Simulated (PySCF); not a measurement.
**NMR parameters from quadrupole coupling constants**

C₂H₁₀N₂OSi₃.
Numbering: `[NH2:1][SiH2:2][O:3][Si@@H:4]1[CH:5]=[CH:6][SiH2:7][NH:8]1` (hydrogens: H9, H10 on N1; H11, H12 on Si2; H13 on Si4; H14 on C5; H15 on C6; H16, H17 on Si7; H18 on N8)

Cartesian coordinates in Å at the GFN2-xTB level; atoms count from 1:
```xyz
18
C2H10N2OSi3 angstrom
N     -3.076    1.155    0.604
Si    -2.365   -0.414    0.619
O     -1.319   -0.455   -0.618
Si     0.089   -0.026   -1.292
C      1.345   -1.425   -1.315
C      2.484   -1.184   -0.669
Si     2.603    0.497    0.169
N      1.040    1.049   -0.325
H     -3.307    1.565   -0.287
H     -3.791    1.374    1.279
H     -3.246   -1.545    0.310
H     -1.694   -0.537    1.911
H     -0.282    0.553   -2.583
H      1.175   -2.364   -1.828
H      3.278   -1.920   -0.626
H      2.730    0.414    1.630
H      3.661    1.346   -0.395
H      0.666    1.923   -0.002
```

Computed at PBE0/pcSseg-1 (PySCF, non-relativistic):

```csv
atom,environment,nucleus,spin I,Q (b),CQ = χzz (MHz),η
N1,silicon-bound nitrogen,14N,1,0.02044,-4.461,0.362
O3,siloxane oxygen,17O,5/2,-0.0256,-6.091,0.071
N8,nitrogen bridging silicon atoms,14N,1,0.02044,-3.544,0.418
```

Problem. Recover the principal values of the field gradient from CQ = 234.96 MHz × Q × Vzz, η = (Vxx − Vyy)/Vzz and a zero trace.

Solution. Vxx = −Vzz(1 − η)/2 and Vyy = −Vzz(1 + η)/2, in au:

```
atom  Vxx (au)  Vyy (au)  Vzz (au)  Vzz (10²¹ V/m²)
  N1     0.296     0.632    -0.929            -9.03
  O3    -0.470    -0.542     1.013             9.84
  N8     0.215     0.523    -0.738            -7.17
```

Problem. At 28.2 T, set νQ = 3|CQ|/[2I(2I − 1)] beside the Larmor frequency (|g| × 7.62259 MHz/T × B; g(14N) = 0.40376, g(17O) = −0.75752), and give PQ = |CQ|√(1 + η²/3).

Solution. 
| atom | PQ (MHz) | νQ (MHz) | ν0 (MHz) | νQ/ν0 |
| --- | --- | --- | --- | --- |
| N1 | 4.558 | 6.692 | 86.79 | 0.077 |
| O3 | 6.096 | 0.914 | 162.83 | 0.006 |
| N8 | 3.646 | 5.316 | 86.79 | 0.061 |

For N1: PQ = 4.461 × 1.0216, νQ = 4.461 × 1.5000, ν0 = 3.0777 MHz/T × 28.2 T.

Problem. For half-integer spins with νQ below a tenth of ν0, find the second-order shift of the centre of gravity of the central transition at 28.2 and 35.2 T.

Solution. δ = −(3/40)(PQ/ν0)² [I(I + 1) − 3/4]/[I²(2I − 1)²], in ppm:

```
     site  28.2 T  35.2 T
17O at O3   -8.41    -5.4
```

Problem. In the extreme-narrowing limit, with isotropic tumbling and one correlation time, the quadrupolar linewidth goes as PQ². What relative widths follow for the 14N sites?

Solution. N1 1, N8 0.64, with N1 as 1.

Problem. Quadrupolar 1/T1 and linewidth for τc = 15 ps (extreme narrowing, isotropic tumbling)?

Solution. Rate = (3π²/10) PQ² τc (2I + 3)/[I²(2I − 1)], the same for T1 and T2; width = rate/π.

| site | spin factor (2I + 3)/[I²(2I − 1)] | 1/T1 (s⁻¹) | T1 (ms) | linewidth (Hz) |
| --- | --- | --- | --- | --- |
| 14N at N1 | 5.000 | 4610 | 0.217 | 1470 |
| 17O at O3 | 0.320 | 528 | 1.89 | 168 |
| 14N at N8 | 5.000 | 2950 | 0.339 | 940 |

The couplings are those of the rigid, isolated species; surroundings and motion change them. GFN2-xTB bond lengths can be off by several hundredths of an ångström, more for odd bonds, and the gradients follow them. With so small a basis the couplings can be 20 % off.

One conformer stands for the species.
